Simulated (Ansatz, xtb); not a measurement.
**Two structures of BrH3NOSi**

We compare I, `N[Si](O)Br`, a doublet, with II, a doublet given by its coordinates. Both are isolated molecules in the gas phase, relaxed with B3LYP-D3(BJ)/def2-SVP; the shapes shown needn't be the lowest conformers.

I (Å):

```csv
atom,x (Å),y (Å),z (Å)
Br,0.7551,-0.4505,1.3211
N,-1.3800,0.3345,-0.9205
O,0.6800,-1.2040,-1.9002
Si,0.3311,0.0487,-0.8620
H,-1.8196,0.8719,-0.1769
H,-1.8156,0.5297,-1.8197
H,0.0617,-1.9496,-1.8930
```

II (Å):

```xyz
7

Br    0.5890   -2.2410    0.3521
N    -1.1933   -0.1848   -1.2305
O     1.3824    0.8636   -0.8004
Si    0.3821    0.0541    0.0726
H    -0.8940   -0.8532   -1.9484
H    -2.0612   -0.5362   -0.8160
H    -1.3718    0.7136   -1.6894
```

Close contacts (Å): Br1–Si4 2.32, N2–Si4 2.06, O3–Si4 1.55, N2–H5 1.03, N2–H6 1.02, N2–H7 1.02.

Problem. Which of the two would you expect CCSD(T)/def2-SVP + ΔMP2/def2-TZVPP electronic energies to favour?

Solution. Structure I; the calculation gives E(II) − E(I) = +22.7 kcal/mol.

Level by level:

```csv
level,geometry,E(II) − E(I) (kcal/mol),departure from the last row (kcal/mol),"job, with rough time for the two"
GFN2-xTB,GFN2-xTB,+12.6,−10.1,"optimisation, 0.11 s"
HF/STO-3G,GFN2-xTB,+36.3,+13.6,"single point, 0.68 s"
r2SCAN-D4/def2-SVP,GFN2-xTB,+21.1,−1.6,"single point, 5.1 s"
B3LYP-D3(BJ)/def2-SVP,B3LYP-D3(BJ)/def2-SVP,+19.8,−2.9,"optimisation, 1.7 min"
HF/def2-SVP,B3LYP-D3(BJ)/def2-SVP,+32.0,+9.2,part of the CCSD(T) run
MP2/def2-SVP,B3LYP-D3(BJ)/def2-SVP,+20.4,−2.4,part of the CCSD(T) run
CCSD(T)/def2-SVP,B3LYP-D3(BJ)/def2-SVP,+20.1,−2.6,single point
CCSD(T)/def2-SVP + ΔMP2/def2-TZVPP,B3LYP-D3(BJ)/def2-SVP,+22.7,,"single point, 51 s"
```

None of the levels shown reverses the order. The largest departure from CCSD(T)/def2-SVP + ΔMP2/def2-TZVPP is that of HF/STO-3G, 13.6 kcal/mol. The last row adds to CCSD(T) the change of the MP2 difference between the two basis sets, here +2.6 kcal/mol.

With harmonic frequencies from B3LYP-D3(BJ)/def2-SVP (ideal gas, rigid rotor, one conformer each, 298.15 K, 1 atm): on the last row, ΔE + ΔZPE = +24.1 kcal/mol. A mode under 50 cm⁻¹ makes harmonic enthalpies and free energies unreliable, so none is given.

Open shells are spin-unrestricted. The correlated steps freeze 16 core orbitals; the filled d shell of Br is correlated, in a basis made for valence electrons. Codes used: Ansatz 0.2.0, xtb 6.7.1; the last row on 2 threads of Arm Neoverse V2 on a shared host.
